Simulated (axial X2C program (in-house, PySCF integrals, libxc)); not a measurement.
# Correcting the dissociation energy of ScN for spin–orbit coupling

A spin-free PBE0 curve (one-electron X2C) was computed with an in-house all-electron X2C program for linear molecules (integrals from PySCF), basis Sc dyall-cv3z [10s11p7d5f2g], N dyall-av3z [7s7p3d2f] (cores contracted in-house), for the state M_S = 0, Λ = 0 (closed shell). It gives D0 = 3.964 eV to Sc + N, which in a spin-free picture are the weighted means of the ground terms.

Measured levels of the ground terms (NIST Handbook of Basic Atomic Spectroscopic Data), in cm⁻¹: Sc 2D: J = 3/2 at 0, J = 5/2 at 168.3; N 4S: J = 3/2 at 0.

The molecular state has Λ = 0, so it has no first-order lowering.

(1) How far does each ground level lie under the (2J+1)-weighted mean of its term?

(2) Correct D0.

Second-order spin–orbit effects in the molecule, which grow quickly with Z, are left out. Occupations by symmetry block were frozen at the best pattern of an incomplete PBE0 search. Dissociation energies refer to the lowest single-determinant-based atoms at the same level and basis. Other states lie close and PBE0, whose exact exchange favours high spin, may order them wrongly; the determinant shown need not be the ground state. The nearest other spin-free determinant of the search, M_S = 1, Λ = 0, lies 0.42 eV up at the distance of the search.

## Answers

(1) Sc: (4 × 0 + 6 × 168.3)/10 = 101 cm⁻¹; N: a single level, 0.

(2) D0 = 3.964 + (0 − 101)/8065.5 = 3.951 eV at PBE0 with these spin–orbit terms.
